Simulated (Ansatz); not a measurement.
```
atom   x (Å)   y (Å)    z (Å)
   C  0.0000  0.0000  -0.5930
   O  0.0000  0.0000   0.4448
```

Basis set: cc-pVDZ (spherical functions). Correlated methods keep 2 orbitals frozen. Charge 0, multiplicity 1.

Computed with Ansatz (development build ahead of 0.2.0); each method stands on the lowest determinant of its kind that the runs found. Restricted open shells among the atoms or ions are ROHF, correlated in semicanonical orbitals with singles.

**Question.** Give the atomization energy at this shape (free ground-state atoms in the same class of orbitals less the molecule, no zero-point energy) of singlet CO by RHF-MP2, RHF.

**Answer.**

```tsv
method	atomization energy
RHF-MP2	10.13 eV
RHF	7.16 eV
```

Caution: no unrestricted run beside it, a lower state can exist; the shape is not the minimum.
